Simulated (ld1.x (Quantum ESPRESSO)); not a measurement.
## Pseudopotential generation for titanium: TM semilocal, PBEsol, scalar-relativistic.

The input file (ld1.x (Quantum ESPRESSO) 7.5):

```
&input
   title='Ti', zed=22., rel=1, dft='PBESOL', iswitch=3,
   config='[Ar] 3d2 4s2 4p0',
   nld=3, rlderiv=2.60, eminld=-5.0, emaxld=5.0, deld=0.02
 /
 &inputp
   pseudotype=1, tm=.true., lloc=2,
   nlcc=.true., new_core_ps=.true., rcore=0.65,
   file_pseudopw='Ti.pp', file_wfcaegen='ae.wfc', file_wfcncgen='nc.wfc'
 /
3
4S  1  0   2.00   0.00  2.40  2.40  0.0
3P  2  1   6.00   0.00  1.40  1.40  0.0
3D  3  2   2.00   0.00  1.70  1.70  0.0
 &test
   configts(1)='3p6 3d2 4s2 4p0'
 /
```

Command:

```bash
ld1.x < Ti.in > Ti.out
```

Output (shortened: banner, matrices, multipoles, cross overlaps and the repeated all-electron block are left out):

```
Program LD1 v.7.5
     --------------------------- All-electron run ----------------------------

     Ti
     scalar relativistic calculation

     atomic number is 22.00
     dft =PBESOL   lsd =0 sic =0 latt =0  beta=0.20 tr2=1.0E-14
     Exchange-correlation= PBESOL
                           (   1   4  10   8   0   0   0)
     mesh =1177 r(mesh) = 100.37945 a.u. xmin = -7.00 dx = 0.01250
     1 Ry =  13.60569312 eV, c = 137.03599908

     n l     nl                  e(Ry)          e(Ha)          e(eV)
     1 0     1S 1( 2.00)      -357.4167      -178.7084     -4862.9022
     2 0     2S 1( 2.00)       -39.4122       -19.7061      -536.2307
     2 1     2P 1( 6.00)       -32.6277       -16.3138      -443.9218
     3 0     3S 1( 2.00)        -4.5900        -2.2950       -62.4508
     3 1     3P 1( 6.00)        -2.8499        -1.4250       -38.7750
     3 2     3D 1( 2.00)        -0.3142        -0.1571        -4.2753
     4 0     4S 1( 2.00)        -0.3291        -0.1645        -4.4770
     4 1     4P 1( 0.00)        -0.1065        -0.0533        -1.4490

     final scf error:  3.3E-15 reached in  26 iterations

     Etot =   -1705.199513 Ry,    -852.599756 Ha,  -23200.421283 eV

     Ekin =    1719.319360 Ry,     859.659680 Ha,   23392.531586 eV
     Encl =   -4056.060737 Ry,   -2028.030369 Ha,  -55185.517678 eV
     Eh   =     713.404990 Ry,     356.702495 Ha,    9706.369370 eV
     Exc  =     -81.863125 Ry,     -40.931563 Ha,   -1113.804561 eV

     normalization and overlap integrals

     s(1S/1S) =  1.000000  <r> =   0.0696  <r2> =    0.0065  r(max) =   0.0455
     s(2S/2S) =  1.000000  <r> =   0.3253  <r2> =    0.1251  r(max) =   0.2682
     s(2P/2P) =  1.000000  <r> =   0.2901  <r2> =    0.1038  r(max) =   0.2196
     s(3S/3S) =  1.000000  <r> =   1.0078  <r2> =    1.1724  r(max) =   0.8685
     s(3P/3P) =  1.000000  <r> =   1.0868  <r2> =    1.3935  r(max) =   0.9016
     s(3D/3D) =  1.000000  <r> =   1.6171  <r2> =    3.5694  r(max) =   0.9841
     s(4S/4S) =  1.000000  <r> =   3.5013  <r2> =   14.1310  r(max) =   2.9196
     s(4P/4P) =  1.000000  <r> =   4.8116  <r2> =   27.3258  r(max) =   3.7960

     ------------------------ End of All-electron run ------------------------

     --------------------- Generating NC pseudopotential ---------------------

      Generating local pot.: lloc=2, matching radius rcloc =   1.7000

      Computing core charge for nlcc:

       r > 0.65 : true rho core
      Core charge pseudized with two Bessel functions
      Integrated core pseudo-charge :   4.72

      Wfc   4S  rcut= 2.420  Using Troullier-Martins method

      Wfc   3P  rcut= 1.396  Using Troullier-Martins method

     ------------------- End of pseudopotential generation -------------------

     Computing logarithmic derivative in   2.59277
     Computing logarithmic derivative in   2.59277
     Computing the partial wave expansion
     R is outside the sphere for l=    0 j= 0.00
     R is outside the sphere for l=    1 j= 0.00
       no projector for channel:   2

     ---------------------- Testing the pseudopotential ----------------------

     Ti
     scalar relativistic calculation

     atomic number is 22.00   valence charge is 10.00
     dft =PBESOL   lsd =0 sic =0 latt =0  beta=0.20 tr2=1.0E-14
     mesh =1177 r(mesh) = 100.37945 xmin = -7.00 dx = 0.01250

     n l     nl             e AE (Ry)        e PS (Ry)    De AE-PS (Ry)
     2 1     3P   1( 6.00)       -2.84991       -2.84992        0.00002
     3 2     3D   1( 2.00)       -0.31423       -0.31423        0.00000
     1 0     4S   1( 2.00)       -0.32905       -0.32905        0.00000
     3 1     4P   1( 0.00)       -0.10650       -0.10739        0.00089

     eps = 8.3E-15  iter = 20

     Etot =   -1705.199513 Ry,    -852.599756 Ha,  -23200.421283 eV
     Etotps =   -84.765638 Ry,     -42.382819 Ha,   -1153.295255 eV

     Ekin =      42.426557 Ry,      21.213278 Ha,     577.242714 eV
     Encl =    -181.169139 Ry,     -90.584570 Ha,   -2464.931712 eV
     Ehrt =      59.726702 Ry,      29.863351 Ha,     812.623177 eV
     Ecxc =     -21.593166 Ry,     -10.796583 Ha,    -293.789995 eV
     (Ecc =      -8.864022 Ry,      -4.432011 Ha,    -120.601160 eV)
     Epseu=      15.843409 Ry,       7.921705 Ha,     215.560562 eV

     ---------------------- End of pseudopotential test ----------------------
```

Generation and configuration tests took about 1.3 s on one core of a shared server CPU.

Transferability test of the new file with ld1.x, input:

```
&input
   title='Ti', zed=22., rel=1, dft='PBESOL', iswitch=2,
   config='[Ar] 3d2 4s2 4p0'
 /
 &test
   file_pseudo='Ti.pp', nconf=8,
   configts(1)='3p6 3d2 4s2 4p0',
   configts(2)='3p6 3d2 4s1 4p0',
   configts(3)='3p6 3d2 4s0 4p0',
   configts(4)='3p6 3d1 4s0 4p0',
   configts(5)='3p6 3d2 4s0 4p1',
   configts(6)='3p6 3d2.5 4s1.5 4p0',
   configts(7)='3p6 3d1 4s2 4p0',
   configts(8)='3p6 3d2 4s1.5 4p0'
 /
```

```bash
ld1.x < Ti.test.in > Ti.test.out
```

Pseudopotential blocks of its output, shortened (energy terms left out):

```
     ---------------------- Testing the pseudopotential ----------------------

     n l     nl             e AE (Ry)        e PS (Ry)    De AE-PS (Ry)
     2 1     3P   1( 6.00)       -2.84991       -2.84992        0.00002
     3 2     3D   1( 2.00)       -0.31423       -0.31423        0.00000
     1 0     4S   1( 2.00)       -0.32905       -0.32905       -0.00000
     3 1     4P   1( 0.00)       -0.10650       -0.10739        0.00089

     eps = 8.6E-15  iter = 20

     Etot =   -1705.199513 Ry,    -852.599756 Ha,  -23200.421283 eV
     Etotps =   -84.765637 Ry,     -42.382818 Ha,   -1153.295243 eV

     ---------------------- End of pseudopotential test ----------------------

          ---------------------- Testing the pseudopotential ----------------------

     n l     nl             e AE (Ry)        e PS (Ry)    De AE-PS (Ry)
     2 1     3P   1( 6.00)       -3.38641       -3.38044       -0.00597  !
     3 2     3D   1( 2.00)       -0.83681       -0.83339       -0.00342
     1 0     4S   1( 1.00)       -0.76073       -0.76130        0.00057
     3 1     4P   1( 0.00)       -0.48378       -0.48516        0.00138

     eps = 3.6E-15  iter = 14

     Etot =   -1704.658649 Ry,    -852.329325 Ha,  -23193.062459 eV
     Etotps =   -84.224530 Ry,     -42.112265 Ha,   -1145.933102 eV
     dEtot_ae =       0.540864 Ry
     dEtot_ps =       0.541107 Ry,   Delta E=      -0.000244 Ry

     ---------------------- End of pseudopotential test ----------------------

          ---------------------- Testing the pseudopotential ----------------------

     n l     nl             e AE (Ry)        e PS (Ry)    De AE-PS (Ry)
     2 1     3P   1( 6.00)       -4.01591       -4.00294       -0.01297  !
     3 2     3D   1( 2.00)       -1.44228       -1.43513       -0.00715  !
     1 0     4S   1( 0.00)       -1.22415       -1.22781        0.00366
     3 1     4P   1( 0.00)       -0.89555       -0.89879        0.00323

     eps = 1.3E-15  iter = 12

     Etot =   -1703.668568 Ry,    -851.834284 Ha,  -23179.591723 eV
     Etotps =   -83.232650 Ry,     -41.616325 Ha,   -1132.437887 eV
     dEtot_ae =       1.530944 Ry
     dEtot_ps =       1.532987 Ry,   Delta E=      -0.002043 Ry

     ---------------------- End of pseudopotential test ----------------------

          ---------------------- Testing the pseudopotential ----------------------

     n l     nl             e AE (Ry)        e PS (Ry)    De AE-PS (Ry)
     2 1     3P   1( 6.00)       -5.20441       -5.19702       -0.00739  !
     3 2     3D   1( 1.00)       -2.54634       -2.53602       -0.01032  !
     1 0     4S   1( 0.00)       -1.92319       -1.92718        0.00400
     3 1     4P   1( 0.00)       -1.51809       -1.52580        0.00770  !

     eps = 1.2E-15  iter =  9

     Etot =   -1701.691723 Ry,    -850.845862 Ha,  -23152.695376 eV
     Etotps =   -81.264025 Ry,     -40.632012 Ha,   -1105.653386 eV
     dEtot_ae =       3.507789 Ry
     dEtot_ps =       3.501612 Ry,   Delta E=       0.006178 Ry

     ---------------------- End of pseudopotential test ----------------------

          ---------------------- Testing the pseudopotential ----------------------

     n l     nl             e AE (Ry)        e PS (Ry)    De AE-PS (Ry)
     2 1     3P   1( 6.00)       -3.47607       -3.46114       -0.01493  !
     3 2     3D   1( 2.00)       -0.91718       -0.90868       -0.00850  !
     1 0     4S   1( 0.00)       -0.80823       -0.80972        0.00149
     3 1     4P   1( 1.00)       -0.52981       -0.53104        0.00123

     eps = 6.8E-15  iter = 19

     Etot =   -1704.380907 Ry,    -852.190453 Ha,  -23189.283581 eV
     Etotps =   -83.947066 Ry,     -41.973533 Ha,   -1142.158023 eV
     dEtot_ae =       0.818606 Ry
     dEtot_ps =       0.818571 Ry,   Delta E=       0.000036 Ry

     ---------------------- End of pseudopotential test ----------------------

          ---------------------- Testing the pseudopotential ----------------------

     n l     nl             e AE (Ry)        e PS (Ry)    De AE-PS (Ry)
     2 1     3P   1( 6.00)       -2.71714       -2.71152       -0.00562  !
     3 2     3D   1( 2.50)       -0.21326       -0.21102       -0.00224
     1 0     4S   1( 1.50)       -0.29787       -0.29934        0.00147
     3 1     4P   1( 0.00)       -0.09097       -0.09145        0.00048

     eps = 9.0E-15  iter = 19

     Etot =   -1705.173781 Ry,    -852.586891 Ha,  -23200.071187 eV
     Etotps =   -84.738852 Ry,     -42.369426 Ha,   -1152.930814 eV
     dEtot_ae =       0.025732 Ry
     dEtot_ps =       0.026785 Ry,   Delta E=      -0.001053 Ry

     ---------------------- End of pseudopotential test ----------------------

          ---------------------- Testing the pseudopotential ----------------------

     n l     nl             e AE (Ry)        e PS (Ry)    De AE-PS (Ry)
     2 1     3P   1( 6.00)       -3.78288       -3.78991        0.00703  !
     3 2     3D   1( 1.00)       -1.16754       -1.16753       -0.00000
     1 0     4S   1( 2.00)       -0.87841       -0.87315       -0.00526  !
     3 1     4P   1( 0.00)       -0.56790       -0.57063        0.00273

     eps = 7.0E-15  iter = 13

     Etot =   -1704.481950 Ry,    -852.240975 Ha,  -23190.658348 eV
     Etotps =   -84.047098 Ry,     -42.023549 Ha,   -1143.519024 eV
     dEtot_ae =       0.717562 Ry
     dEtot_ps =       0.718539 Ry,   Delta E=      -0.000976 Ry

     ---------------------- End of pseudopotential test ----------------------

          ---------------------- Testing the pseudopotential ----------------------

     n l     nl             e AE (Ry)        e PS (Ry)    De AE-PS (Ry)
     2 1     3P   1( 6.00)       -3.10513       -3.10248       -0.00265
     3 2     3D   1( 2.00)       -0.56371       -0.56220       -0.00151
     1 0     4S   1( 1.50)       -0.53891       -0.53907        0.00017
     3 1     4P   1( 0.00)       -0.28794       -0.28907        0.00112

     eps = 7.1E-15  iter = 16

     Etot =   -1704.983158 Ry,    -852.491579 Ha,  -23197.477625 eV
     Etotps =   -84.549231 Ry,     -42.274616 Ha,   -1150.350893 eV
     dEtot_ae =       0.216355 Ry
     dEtot_ps =       0.216406 Ry,   Delta E=      -0.000051 Ry

     ---------------------- End of pseudopotential test ----------------------
```
